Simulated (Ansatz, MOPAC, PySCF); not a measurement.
Dimer: GeH4O2 (SMILES [OH][GeH2][OH]) (first 7 atoms) with CH4 (SMILES C); geometry from B3LYP-D3(BJ)/def2-TZVP, rigid monomers moved along the line of their centres of mass till H7···C8 is 3.55 Å.
(charge 0, multiplicity 1):
```xyz
12

O      1.0036    -0.9543    -0.0097
Ge    -0.4769     0.0225    -0.2424
O     -0.3037     1.5951     0.5834
H      1.7881    -0.5392    -0.3830
H     -0.6777     0.4025    -1.7147
H     -1.5773    -0.8407     0.3862
H     -0.1994     1.5004     1.5363
C      0.5544    -0.1841     4.5654
H      0.7266    -0.7254     5.4943
H      1.0238     0.7976     4.6377
H      0.9869    -0.7380     3.7334
H     -0.5205    -0.0725     4.4185
```

Counterpoise-corrected where a basis set is named; no monomer relaxation. Rows marked so take none.

Correlated levels freeze the cores. Filled d and f shells under p-block atoms count as core. Rows in 3-21G, 6-31G*, STO-3G carry no dispersion term and start afresh at each structure (6-31G* with six Cartesian d functions); the Pople sets are all-electron and without relativity. MP2/6-31G* freezes PySCF's default core, which leaves 3d correlated. The state reached by AM1, PM3, PM6 isn't checked.

Run with Ansatz (a quantum-chemistry and plane-wave program) with Gaussian orbitals; MOPAC for AM1, PM3, PM6 (differences of heats of formation); PySCF for 3-21G rows, 6-31G* rows, STO-3G rows, the dispersion terms. Values without a source in brackets are computed.

Other levels give for the interaction energy: PBE/def2-TZVPPD -0.48; B3LYP/def2-TZVPPD -0.10; B3LYP-D3(BJ)/def2-TZVPPD -0.76; wB97M-V/def2-TZVPPD -0.71; CCSD(T)/aug-cc-pVDZ -0.67 kcal/mol.

Common cheap choices:

```tsv
level	interaction energy (kcal/mol)
AM1	-0.04
PM3	-0.04
PM6	-0.25
HF/STO-3G (no counterpoise)	-0.13
HF/6-31G* (no counterpoise)	-0.36
B3LYP/3-21G (no counterpoise)	-0.51
B3LYP/6-31G* (no counterpoise)	-0.40
MP2/6-31G*	-0.45
```
